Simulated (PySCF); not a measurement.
## Electron correlation in Mg (magnesium, neutral)

[Ne] 3s1 4s1, high-spin 3S determinant (an excited configuration). Calculation: PySCF 2.14, in aug-cc-pCVTZ-DK with one added diffuse shell each of s, p, d, f type (9s8p6d4f, 91 functions); scalar relativity by spin-free X2C-1e. Frozen: [Ne]; 2 electrons correlated.

With two correlated electrons CCSD is exact within the correlated space (frozen core and kept virtual orbitals).

```json
{"level": "CCSD", "correlation energy (mhartree)": "-4.14"}
```

Diagnostics: T1 = 0.021, D1 = 0.0421, largest double amplitude 0.056.

The outer electron is Rydberg-like, and this basis confines it to a smaller radius and binds it less than a complete one would.

Cost of the coupled-cluster step: about 15 core-seconds, for 2 correlated electrons.

Iterations:

```
CC2 = 0
CCSD nocc = (np.int64(2), np.int64(0)), nmo = (86, 86)
frozen orbitals [[0, 1, 2, 3, 4], [0, 1, 2, 3, 4]]
max_cycle = 100
direct = 0
conv_tol = 1e-08
conv_tol_normt = 1e-06
diis_space = 8
diis_start_cycle = 0
Init t2, MP2 energy = -0.00193945356599056
Init E_corr(UCCSD) = -0.00193945358066003
cycle = 1  E_corr(UCCSD) = -0.00286489898044009  dE = -0.0009254454  norm(t1,t2) = 0.0320543
cycle = 2  E_corr(UCCSD) = -0.00337529354581696  dE = -0.000510394565  norm(t1,t2) = 0.0202
cycle = 3  E_corr(UCCSD) = -0.00416388905431108  dE = -0.000788595508  norm(t1,t2) = 0.0130179
cycle = 4  E_corr(UCCSD) = -0.00413908473694102  dE = 2.48043174e-05  norm(t1,t2) = 0.0019441
cycle = 5  E_corr(UCCSD) = -0.00414487755624491  dE = -5.7928193e-06  norm(t1,t2) = 0.000267427
cycle = 6  E_corr(UCCSD) = -0.00414183101430357  dE = 3.04654194e-06  norm(t1,t2) = 6.92764e-05
cycle = 7  E_corr(UCCSD) = -0.00414307055072641  dE = -1.23953642e-06  norm(t1,t2) = 3.321e-05
cycle = 8  E_corr(UCCSD) = -0.0041428254737732  dE = 2.45076953e-07  norm(t1,t2) = 9.30255e-06
cycle = 9  E_corr(UCCSD) = -0.00414281777233339  dE = 7.70143982e-09  norm(t1,t2) = 5.39382e-06
cycle = 10  E_corr(UCCSD) = -0.00414278623551225  dE = 3.15368211e-08  norm(t1,t2) = 1.71504e-06
cycle = 11  E_corr(UCCSD) = -0.00414278322947051  dE = 3.00604174e-09  norm(t1,t2) = 1.85789e-07
UCCSD converged
E(UCCSD) = -199.7689692359905  E_corr = -0.004142783229470511
```
